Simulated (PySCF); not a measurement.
Compound: C₄H₄BF₃O.
Cartesian coordinates in Å at the PBE0-D3(BJ)/def2-SVP level; atoms count from 1:
```xyz
13
C4H4BF3O angstrom
C      2.7095    0.4952    0.2227
C      1.4433   -0.1628   -0.0228
C      0.3729   -0.7127   -0.2257
B     -0.9149   -1.4594   -0.4917
O     -2.1402   -0.8434   -0.6259
C     -2.3520    0.4856   -0.5254
F     -1.9961    0.9515    0.6669
F     -3.6429    0.7172   -0.6926
F     -1.6836    1.1634   -1.4524
H      3.5026    0.0696   -0.4118
H      2.6462    1.5762    0.0253
H      3.0126    0.3569    1.2727
H     -0.9534   -2.6573   -0.6071
```

The calculation used delta-SCF UKS SCAN, pcX-2 on the ionised atom, pcseg-1 elsewhere, spin-free X2C (PySCF 2.14.0). The ground state was rerun for each ionised atom, in the same mixed basis as its hole state.

```
ionised atom  basis functions  E(ionised) (Eh)  binding energy (eV)
          B4              177       -547.28525              197.381
          C1              177       -543.80714              292.105
          C2              177       -543.84959              291.106
          C3              177       -543.88298              290.191
          C6              177       -543.53318              299.945
          O5              177       -534.72317              540.068
          F7              177       -529.07523              694.255
```

Question: Fill in the total energy of each ground state.

Answer: With binding energy = E(ionised) − E(ground) and 27.2114 eV a hartree:

```csv
atom,binding energy (Eh),E(ground) (Eh)
B4,7.2536,-554.5389
C1,10.7347,-554.5418
C2,10.6980,-554.5476
C3,10.6643,-554.5473
C6,11.0228,-554.5559
O5,19.8471,-554.5703
F7,25.5134,-554.5886
```

Question: How much do the ground-state energies differ, and what would follow from using one of them for all holes?

Answer: They run from -554.5886 Eh (core basis on F7) to -554.5389 Eh (on B4), 0.0497 Eh or 1.35 eV apart, for one and the same state in different bases and grids. Pairing the ion of B4 with the ground state of F7 would put its binding energy 1.35 eV too high.

The listed C 1s values span 9.75 eV, from C3 (bonded to C (triple bond) and B) to C6 (bonded to 3 F and O).

Only 1s holes are shown. Topologically equivalent atoms share the value of their first member; where this conformer doesn't relate them by symmetry, their own values could differ. Spin contamination (⟨S²⟩ against 0.75 for a pure doublet) is marked for B 1s of B4 (0.86) and C 1s of C2 (0.88), which makes these values less certain. The structure is a single PBE0-D3(BJ)/def2-SVP conformer in the gas phase; no vibrational or solvent corrections.
